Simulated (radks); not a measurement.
Values are calculated unless marked as measured or tabulated.
Problem. Radial electron density D(r) = 4 pi r^2 rho(r) of an atom or ion with 54 electrons. Code: a radial shooting solver on a logarithmic mesh with Libxc functionals. Model: scalar-relativistic Kohn-Sham, MS2 meta-GGA, spin-polarised, spherical densities, finite nucleus; meta-GGA in the generalised Kohn-Sham scheme; Fermi nuclear charge, rms radius of each element as measured or else 0.836 A^(1/3) + 0.57 fm.

```
   r/bohr * D(r) (the largest magnitude, 91.3, reaches the edge; | marks zero)
0.0009299 |*
 0.001312 | *
 0.001865 |   *
 0.002631 |     *
 0.003711 |         *
 0.005277 |                *
 0.007444 |                        *
  0.01058 |                                 *
  0.01493 |                                        *
  0.02106 |                                         *
  0.02995 |                                     *
  0.04224 |                                     *
  0.05958 |                                               *
  0.08472 |                                                      *
   0.1195 |                                            *
   0.1686 |                                       *
   0.2397 |                                              *
   0.3381 |                              *
   0.4808 |              *
   0.6781 |                 *
   0.9566 |          *
     1.36 |   *
    1.919 |  *
    2.706 |*
    3.848 *
    5.428 *
    7.657 *
    10.89 *
    15.36 *
    21.84 *
     30.8 *
```

What is the nuclear charge?

Solution. Z = 54. The innermost maximum, from 1s, lies near gamma/Z bohr with gamma = sqrt(1 - (Z/c)^2) = 0.919, here 0.017 bohr (found: 0.0187), and its height grows with Z. The density is that of neutral xenon in [Kr] 4d10 5s2 5p5 4f1; the configuration itself is not fixed sharply by these data, and Z only to a few units. D(r) has 5 maxima, at r = 0.0187, 0.0827, 0.236, 0.673, 16.2 bohr, and minima at 0.0363, 0.156, 0.492, 6.58 bohr, inside which lie 1.98, 11.18, 28.95, 53.01 electrons.
